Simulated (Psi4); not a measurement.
Br3Hf (SMILES [Br][Hf]([Br])[Br]), doublet, geometry from GFN2-xTB (such geometries of metal compounds can be far from the true shape) (the multiplicity is a formal guess) (core potentials on Hf); B3LYP/def2-SV(P) in Psi4.

Here is a job for Psi4.
```
memory 2 GB

molecule {
0 2
  Hf   -0.01125873    0.01088523    0.02408226
  Br   -1.91584770   -1.50559707   -0.23864416
  Br   -0.04527289    2.21354387   -1.04518892
  Br    1.98428140   -0.73033928    1.23429245
}

set basis def2-sv(p)
set reference uks
set basis_guess true

energy('b3lyp')
print_variables()
```

What the program printed (banner, timings and long lists left out):

```
  //>>>>>>>>>>>>>>>>>>>>>>>>>>>>>>>>>>>//
  //       Guess SCF, 3-21G Basis      //
  //<<<<<<<<<<<<<<<<<<<<<<<<<<<<<<<<<<<//

Traceback (most recent call last):
  File "psi4", line 375, in <module>
  File "<string>", line 26, in <module>
  File "site-packages/psi4/driver/driver.py", line 533, in energy
  File "site-packages/psi4/driver/procrouting/proc.py", line 2760, in run_scf
  File "site-packages/psi4/driver/procrouting/proc.py", line 1905, in scf_helper
  File "site-packages/psi4/driver/p4util/python_helpers.py", line 229, in _core_wavefunction_build
  File "site-packages/psi4/driver/p4util/python_helpers.py", line 169, in _pybuild_basis
  File "site-packages/psi4/driver/qcdb/libmintsbasisset.py", line 722, in pyconstruct
  File "site-packages/psi4/driver/qcdb/libmintsbasisset.py", line 976, in construct

psi4.driver.qcdb.exceptions.BasisSetNotFound: BasisSet::construct: Unable to find a basis set for atom 1 for key BASIS among:
  Shell Entries: ['HF']
  Basis Sets: [('3-21G', '3-21G', None)]
  File Path: tmpx62m057j, tmpx62m057j, basis
  Input Blocks:

Printing out the relevant lines from the Psithon --> Python processed input file:
    """)
    core.IO.set_default_namespace("")
    core.set_global_option("BASIS", "def2-sv(p)")
    core.set_global_option("REFERENCE", "uks")
    core.set_global_option("BASIS_GUESS", "true")
--> energy('b3lyp')
    print_variables()

!----------------------------------------------------------------------------------!
!                                                                                  !
!  BasisSet::construct: Unable to find a basis set for atom 1 for key BASIS among: !
!   Shell Entries: ['HF']                                                          !
!   Basis Sets: [('3-21G', '3-21G', None)]                                         !
!   File Path: tmpx62m057j,      !
!     tmpx62m057j,               !
!     basis                                          !
!   Input Blocks:                                                                  !
!                                                                                  !
!----------------------------------------------------------------------------------!

QcdbException BasisSetNotFound: BasisSet::construct: Unable to find a basis set for atom 1 for key BASIS among:
  Shell Entries: ['HF']
  Basis Sets: [('3-21G', '3-21G', None)]
  File Path: tmpx62m057j, tmpx62m057j, basis
  Input Blocks:
```

The program refused the input.
